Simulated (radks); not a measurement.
Species: Cs20+. Configuration: [Ar] 3d10 4s2 4p5.

Method: Dirac Kohn-Sham, relativistic LDA (MacDonald-Vosko exchange, VWN5 correlation), spin-unpolarised, spherical densities, finite nucleus; open shells fill j = l - 1/2 first; Fermi nuclear charge, rms radius 4.8041 fm; computed with a radial shooting solver on a logarithmic mesh with Libxc functionals.

Energy parts (eV):
| part | energy |
|---|---|
| total | -206952.45 |
| kinetic | 220028.25 |
| electron-nucleus | -483674.17 |
| Hartree | 60912.69 |
| exchange-correlation | -4219.22 |

Orbitals (lengths in bohr, moments of r in powers of bohr; <r^-3> diverges for s and p1/2):
orbital  occ.  eigenvalue (eV)      <r^4>  <1/r>  <r^-3>
1s1/2       2        -36109.56  2.279e-06  59.16       -
2s1/2       2        -6136.095  0.0003795  13.88       -
2p1/2       2        -5814.220  0.0002400  13.87       -
2p3/2       4        -5464.990  0.0002917  12.71    5893
3s1/2       2        -1686.929    0.01540  5.021       -
3p1/2       2        -1551.925    0.01436  4.941       -
3p3/2       4        -1483.480    0.01660  4.653    1183
3d3/2       4        -1246.429    0.01269  4.525   193.4
3d5/2       6        -1231.632    0.01328  4.451   177.8
4s1/2       2        -685.5396     0.2925  2.252       -
4p1/2       2        -633.3148     0.3167  2.181       -
4p3/2       3        -615.1640     0.3525  2.094   317.7
4d3/2       0        -527.7801     0.4027  1.962   48.24
4d5/2       0        -524.1050     0.4145  1.941   44.35
5s1/2       0        -367.3039      2.809  1.254       -

The highest occupied level is 4p3/2 at -615.16 eV. The density falls to 0.001 e/bohr^3 at r = 1.56 bohr. The electron density at the nucleus is 2.93e+05 e/bohr^3. Summed over all electrons, <r^2> = 5.114 bohr^2, which gives a Langevin (diamagnetic) susceptibility term of -4.05 x 10^-6 cm^3/mol.
